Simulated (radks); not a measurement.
Q: These are the eigenvalues of the occupied orbitals of an atom or ion with whole-number occupations (hartree). Calculated with a radial shooting solver on a logarithmic mesh with Libxc functionals: Dirac Kohn-Sham, LDA (Slater exchange, Perdew-Wang correlation), spin-unpolarised, spherical densities, point nucleus.

orbital  eigenvalue
1s1/2     -215.5533
2s1/2     -24.44628
2p1/2     -20.79334
2p3/2     -20.47634
3s1/2      -2.70123
3p1/2      -1.68999
3p3/2      -1.65228
4s1/2      -0.15384
3d3/2      -0.11572
3d5/2      -0.11286

Which element is it, and in what charge state? The configuration may be excited. Open shells, if any, fill j = l - 1/2 first.

A: Z = 24, chromium, charge 0: Cr in [Ar] 3d5 4s1. The list shows which subshells hold electrons but not how many an open one holds; the 1s level, -215.55 hartree, gives Z - s = 20.8 by -(Z - s)^2/2, which with screening and relativity narrows Z to a few neighbours, and the depths of the outer levels then fix element, charge and occupations together.
